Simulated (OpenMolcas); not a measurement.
**Os5+: effect of the basis set**

```yaml
Program: OpenMolcas 26.06
Method: RASSCF
Active_space: 9 electrons in 8 orbitals (RAS1 5p, at most 2 holes; RAS2 5d)
State_averaging: 2S+1 = 4 even, 10 roots; 2S+1 = 2 even, 40 roots
Spin-orbit_coupling: state interaction with AMFI integrals over the reference wave functions, term energies averaged over their components
```

A. ANO-R2 [8s6p5d3f1g], X2C, finite nucleus; cost of the order of 30 core-seconds
B. ANO-RCC-VTZP [8s7p5d3f2g1h], DKH2, point nucleus; cost about 40 core-seconds
C. ANO-RCC-VQZP [9s8p6d4f3g2h], DKH2, point nucleus; cost of the order of 40 core-seconds

Energies in cm⁻¹ above 5d³ ⁴F_3/2, the measured ground level; measured values from the list in Brasseur, Palmeri and Quinet, Atoms 13, 11 (2025).

| Level | A | B | C | Measured |
| --- | --- | --- | --- | --- |
| 5d³ ⁴F_3/2 | 0.0 | 0.0 | 0.0 | 0.0 |
| 5d³ ⁴F_5/2 | 6517 | 6561 | 6305 | 6397 |
| 5d³ ⁴F_7/2 | 12013 | 12057 | 11687 | 11444 |
| 5d³ ⁴F_9/2 [65 %] | 15962 | 15972 | 15631 | 14678 |
| 5d³ ⁴P_1/2 [72 %] | 18995 | 18935 | 18866 | 16772 |
| 5d³ ²G_7/2 | 25605 | 25547 | 25309 | 22920 |
| 5d³ ²H_9/2 [56 %] | 26860 | 26807 | 26526 | 24028 |
| 5d³ ⁴P_5/2 | 27012 | 26973 | 26691 | 24828 |
| 5d³ ²P_1/2 [72 %] | 32247 | 32187 | 31881 | 28860 |
| 5d³ ²H_11/2 | 36321 | 36233 | 35983 | 32156 |
| 5d³ ²D_5/2(1) | 37854 | 37775 | 37457 | 34418 |
| 5d³ ²G_9/2 [55 %] | 40589 | 40560 | 40047 | 37019 |
| 5d³ ²P_3/2 [59 %] | 43760 | 43713 | 43210 | 40203 |
| 5d³ ²F_5/2 | 45373 | 45175 | 45174 | 39601 |
| 5d³ ²F_7/2 | 46139 | 45973 | 45867 | 40447 |
| 5d³ ²D_3/2(2) | 66347 | 66062 | 66078 |  |
| 5d³ ²D_5/2(2) | 66736 | 66478 | 66383 | 61005 |

Deviations, from unrounded energies. A percentage is the sum of absolute deviations over the sum of measured energies, with the sign that they share, or ± where signs differ.

| Against measurement | Levels | A | B | C |
| --- | --- | --- | --- | --- |
| mean absolute deviation (cm-1) | 15 | 3100 | 3100 | 2800 |
| fine structure of the ground term (%) | 3 | +6.1 | +6.4 | ±4.0 |
| other terms of the ground configuration (%) | 12 | +11.2 | +11.0 | +10.2 |

C lies closest to measurement on these levels and A furthest from it. The largest miss of C in the table is 5d³ ²F_5/2, by +5600 cm-1. The ranking rests on the paired levels alone, and a cruder setting can come out closer through cancelling errors.

Among A to C the level of the table that moves most is 5d³ ²P_3/2 [59 %], by 550 cm-1 (lowest in C, highest in A).

Without dynamic correlation excited terms often stand tens of per cent too high (terms of higher spin than the ground term too low), and those without a measured partner can miss by more than the paired ones. Active for correlation alone: 5p; no level in the range computed is led by a configuration that opens it, so any true level of that kind is missing. Computed and measured levels are paired by configuration, term and J; levels that our copy of the source lacks, or whose pairing is in doubt (as where it misses far off the trend of its configuration), stay unpaired and out of the deviations. Levels of configurations outside the active space are missing. Levels that lie high or do not pair safely by name in every column are left out.

A share in square brackets marks a mixed level and gives the weight of the term that names it, the lowest over the columns. A number in round brackets counts repeated terms of one configuration in the order of the reference energies.
